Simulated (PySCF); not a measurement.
Lowest singlet excitation (eV) of eight silicon and germanium compounds: TDDFT-PBE beside TDDFT-PBE0, computed with PySCF for isolated molecules in the bases named; differences from unrounded values. The eight are the first of their class met in an unordered collection, after screening for sound electronic states; none was chosen by its value. Each molecule has one DFT geometry for both levels.

```
molecule                                              basis  TDDFT-PBE0  TDDFT-PBE  difference
------------------------------------------------  ---------  ----------  ---------  ----------
oxadisiletane (CH6OSi2), SMILES C1O[SiH2][SiH2]1  def2-SVPD        6.04       5.28       -0.76
C2H6ClNSi2, SMILES [Si@H](CC#N)(Cl)[SiH3]         def2-SVPD        6.35       5.81       -0.54
CH7FN2Si, SMILES CN[Si@H](N)F                     def2-SVPD        6.56       5.70       -0.85
F3GeH3Si, SMILES [F][Ge]([F])([SiH3])[F]          def2-SVPD        7.89       7.16       -0.73
Si(H)(Me)2(PH2) (C2H9PSi), SMILES C[SiH](C)P      def2-SVPD        6.33       5.82       -0.52
C2H6GeSi, SMILES C1=[CH][GeH2][SiH2]1             def2-SVPD        5.49       4.93       -0.56
GeH₇NOSi, SMILES [OH][GeH2][NH][SiH3]             def2-SVPD        6.16       5.50       -0.66
B(Me)(OMe)(SiH3) (C₂H₉BOSi), SMILES COB(C)[SiH3]  def2-SVPD        5.25       4.93       -0.31
```

TDDFT-PBE lies below TDDFT-PBE0 in 8 and above it in 0 of the eight; the mean signed difference is -0.62 and the largest -0.85 eV.
